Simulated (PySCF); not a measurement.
Isomers of C3H10Si, mass 74.055 u with the commonest isotopes. Theory: PBE0-D3(BJ)/def2-SVP geometry optimisation, gas phase in PySCF. One conformer each, none proved a minimum here; rigid rotors.

Question: Order these by rotational constant B, smallest first.
A. `[CH3:1][CH2:2][CH2:3][SiH3:4]` with C1–C2–C3–Si4 -179°
B. `[CH3:1][CH2:2][SiH2:3][CH3:4]` with C1–C2–Si3–C4 -177°
C. trimethylsilane, `C[SiH](C)C`
D. `CC(C)[SiH3]`

Answer: A (2235 MHz), B (2672 MHz), D (4115 MHz), C (5275 MHz).

Question: Order these by rotational constant C, largest first.
A. `[CH3:1][CH2:2][CH2:3][SiH3:4]` with C1–C2–C3–Si4 -179°
B. `CC(C)[SiH3]`
C. trimethylsilane (`C[SiH](C)C`)
D. `[CH3:1][CH2:2][SiH2:3][CH3:4]` with C1–C2–Si3–C4 -177°

Answer: C (3124 MHz), B (2971 MHz), D (2436 MHz), A (2143 MHz).

Question: Order these by rotational constant A, smallest first.
A. `C[SiH](C)C` (trimethylsilane)
B. `[CH3:1][CH2:2][SiH2:3][CH3:4]` with C1–C2–Si3–C4 -177°
C. `[CH3:1][CH2:2][CH2:3][SiH3:4]` with C1–C2–C3–Si4 -179°
D. `CC(C)[SiH3]`

Answer: A (5281 MHz), D (7382 MHz), B (14987 MHz), C (20174 MHz).

```
     SMILES  point group  Ia (u·Å²)  Ib (u·Å²)  Ic (u·Å²)      κ  μa (D)  μb (D)  μc (D)
 C[SiH](C)C          C3v      95.71      95.81     161.78   0.99    0.00    0.00    0.61
CC(C)[SiH3]           Cs      68.46     122.81     170.11  -0.48    0.83    0.00    0.24
  CCC[SiH3]           Cs      25.05     226.15     235.86  -0.99    0.83    0.26    0.00
  CC[SiH2]C      near Cs      33.72     189.14     207.45  -0.96    0.06    0.83    0.00
```
